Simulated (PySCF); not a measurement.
2,2-difluoro-4-methyl-1,3-dioxole (C4H4F2O2), SMILES CC1=COC(F)(F)O1. Geometry optimised at PBE-D3(BJ)/def2-SVP. Other conformers were not sampled.

These are PySCF 2.14.0 with PBE-D3(BJ)/def2-SVP values and carry that method's errors.

Harmonic wavenumbers (cm⁻¹): 82, 172, 236, 279, 367, 428, 545, 550, 589, 646, 704, 717, 861, 941, 972, 1012, 1032, 1126, 1175, 1237, 1244, 1286, 1362, 1385, 1411, 1722, 2971, 3043, 3096, 3238. Rotational constants (GHz): 4.210, 1.613, 1.482; symmetry number 1.

Task: Work out the zero-point energy and the ideal-gas rigid-rotor harmonic-oscillator thermochemistry at 298.15 K and 1 atm.

Result: ZPE = ½ Σ hcν = ½ × 34428 cm⁻¹ = 205.92 kJ/mol. H − E(el) = 226.82 kJ/mol. Entropy in J/(mol K): translation 168.67, rotation 116.56, vibration 62.48, total 347.71. G − E(el) = 123.15 kJ/mol. Cp = 115.54 J/(mol K). Modes under 150 cm⁻¹ make the vibrational entropy uncertain.
